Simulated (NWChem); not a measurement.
System: H$_{2}$ cation, doublet

Here is an NWChem input.

```
start job
memory heap 200 mb stack 900 mb global 1100 mb
charge 1
geometry units angstroms noautosym nocenter noautoz
  H      0.000000     0.000000    -0.550426
  H      0.000000     0.000000     0.550426
end
basis spherical
  * library def2-svp
end
dft
  odft
  mult 2
  xc xpbe96 cpbe96
  iterations 150
end
cosmo
  do_cosmo_smd true
  solvent propnol2
end
task dft energy
```

Output (shortened):

```
             Northwest Computational Chemistry Package (NWChem) 7.3.0
             --------------------------------------------------------

                             Geometry "geometry" -> ""
                             -------------------------

 Output coordinates in angstroms (scale by  1.889725989 to convert to a.u.)

  No.       Tag          Charge          X              Y              Z
 ---- ---------------- ---------- -------------- -------------- --------------
    1 H                    1.0000     0.00000000     0.00000000    -0.55042600
    2 H                    1.0000     0.00000000     0.00000000     0.55042600

 Effective nuclear repulsion energy (a.u.)       0.4806979040

  pbe96 is a nonlocal functional; adding pw91lda local functional.

                                 NWChem DFT Module
                                 -----------------

 Summary of "ao basis" -> "ao basis" (spherical)
 ------------------------------------------------------------------------------
       Tag                 Description            Shells   Functions and Types
 ---------------- ------------------------------  ------  ---------------------
 H                          def2-svp                 3        5   2s1p

 in cosmo_initialize ...
 calling solv_data for solv:propnol2

 solvent parameters
 solvname_short: propnol2
 solvname_long:  2-propanol
 dielec:       19.2640
 dielecinf:     1.8978
 nonaqueous SMD model solvent descriptors
 dielec:       19.2640
 sola:          0.3300
 solb:          0.5600
 solc:          0.0000
 solg:         30.1300
 solh:          0.0000
 soln:          1.3776

          ---------------
          -cosmo- solvent
          ---------------
 Cosmo: York-Karplus, doi: 10.1021/jp992097l
 dielectric constant -eps-     =  19.26
 screen = (eps-1)/(eps    )    =   0.94809
 surface charge correction     = lagrangian

   van der Waals surface
 --------------------------

[...]

                                COSMO-SMD solvation results
                                ---------------------------

             internal energy in gas <Psi(g)|H|Psi(g)> =        -0.607785247774
         internal energy in solvent <Psi(s)|H|Psi(s)> =        -0.607624926845
                               delta internal energy  =         0.000160320928 (    0.10 kcal/mol)
   total free energy in solvent <Psi(s)|H+V/2|Psi(s)> =        -0.784685819713
 polarization energy contribution <Psi(s)|V/2|Psi(s)> =        -0.177060892868 ( -111.11 kcal/mol)
    total free energy in solvent including G(SMD-CDS) =        -0.783959209903
                       G(SMD-CDS) energy contribution =         0.000726609810 (    0.46 kcal/mol)
     1 M fixed-concentration free energy of solvation =        -0.176173962130 ( -110.55 kcal/mol)

                    DFT Final Alpha Molecular Orbital Analysis
                    ------------------------------------------

 Vector    1  Occ=1.000000D+00  E=-5.085042D-01
              MO Center= -3.7D-15, -6.8D-14, -2.2D-14, r^2= 7.4D-01
   Bfn.  Coefficient  Atom+Function         Bfn.  Coefficient  Atom+Function
  ----- ------------  ---------------      ----- ------------  ---------------
     1      0.484340  1 H  s                  6      0.484340  2 H  s
     2      0.132708  1 H  s                  7      0.132708  2 H  s
     5      0.036843  1 H  pz                10     -0.036843  2 H  pz

 Vector    2  Occ=0.000000D+00  E=-1.375473D-01
              MO Center= -3.6D-15, -6.1D-14,  2.2D-14, r^2= 1.5D+00
   Bfn.  Coefficient  Atom+Function         Bfn.  Coefficient  Atom+Function
  ----- ------------  ---------------      ----- ------------  ---------------
     2      0.708203  1 H  s                  7     -0.708203  2 H  s
     1      0.532626  1 H  s                  6     -0.532626  2 H  s

 Vector    3  Occ=0.000000D+00  E= 2.895386D-01
              MO Center=  2.5D-16,  1.3D-14, -3.7D-14, r^2= 2.5D+00
   Bfn.  Coefficient  Atom+Function         Bfn.  Coefficient  Atom+Function
  ----- ------------  ---------------      ----- ------------  ---------------
     2     -0.766300  1 H  s                  7     -0.766300  2 H  s
     1      0.732854  1 H  s                  6      0.732854  2 H  s
     5      0.086257  1 H  pz                10     -0.086257  2 H  pz

 Vector    4  Occ=0.000000D+00  E= 4.038950D-01
              MO Center= -6.7D-16, -1.5D-14,  3.3D-14, r^2= 3.0D+00
   Bfn.  Coefficient  Atom+Function         Bfn.  Coefficient  Atom+Function
  ----- ------------  ---------------      ----- ------------  ---------------
     2      1.691562  1 H  s                  7     -1.691562  2 H  s
     1     -0.888099  1 H  s                  6      0.888099  2 H  s
     5      0.049872  1 H  pz                10      0.049872  2 H  pz

                     DFT Final Beta Molecular Orbital Analysis
                     -----------------------------------------

 Vector    1  Occ=0.000000D+00  E=-2.080282D-01
              MO Center= -4.9D-15, -7.4D-15, -5.7D-14, r^2= 9.4D-01
   Bfn.  Coefficient  Atom+Function         Bfn.  Coefficient  Atom+Function
  ----- ------------  ---------------      ----- ------------  ---------------
     1      0.383496  1 H  s                  6      0.383496  2 H  s
     2      0.231993  1 H  s                  7      0.231993  2 H  s
     5      0.027516  1 H  pz                10     -0.027516  2 H  pz

[...]
```

Level: PBE/def2-SVP, spin-unrestricted, SMD on the gas-phase geometry. Structure relaxed at the PBE0/def2-SVP, spin-unrestricted level. No stability test was run on the SCF state. Solvent: 2-propanol.
